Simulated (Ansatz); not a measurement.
Reactions of C$_{2}$H$_{5}$ClOSi (`OC(Cl)=C[SiH3]`).

Calculated with Ansatz (gas phase, PBE0-D4/def2-TZVP geometries, no zero-point term in ΔE). CCSD(T)/CBS is the MP2 limit (def2-TZVPP, def2-QZVPP) plus CCSD(T) − MP2 in def2-TZVPP, frozen cores. This one scheme is used for every species. Double bonds are as drawn, so ΔE can hold a change between cis and trans. Elements past krypton have def2 core potentials. For Cd outer-core shells are correlated without core-valence functions, which leaves a few kJ/mol of doubt a bond. One conformer a species, not always the lowest.

Q: Order these by ΔE at CCSD(T)/CBS, lowest first. (An estimate is asked.)
A. `O/C(Cl)=C/[SiH3]` + H₂ → `C=C(O)Cl` + SiH₄
B. `O/C(Cl)=C/[SiH3]` → `C[Si]1(Cl)CO1`
C. `O/C(Cl)=C/[SiH3]` + SiH₄ → `O/C([SiH3])=C/[SiH3]` + HCl
D. `O/C(Cl)=C/[SiH3]` + H₂ → `O/C=C/[SiH3]` + HCl
E. `O/C(Cl)=C/[SiH3]` + `[OH][Cd][F]` → `[F][Cd][O][SiH3]` + `C=C(O)Cl`
F. `O/C(Cl)=C/[SiH3]` → `Cl[SiH]1CCO1`
G. `O/C(Cl)=C/[SiH3]` → `C=C(O)Cl` + `[SiH2]`

A: F (-268.2 kJ/mol), B (-220.6 kJ/mol), E (-89.8 kJ/mol), D (-77.9 kJ/mol), C (-41.5 kJ/mol), A (-6.5 kJ/mol), G (+249.5 kJ/mol).

Largest T1 diagnostic: 0.017, for `[OH][Cd][F]`.
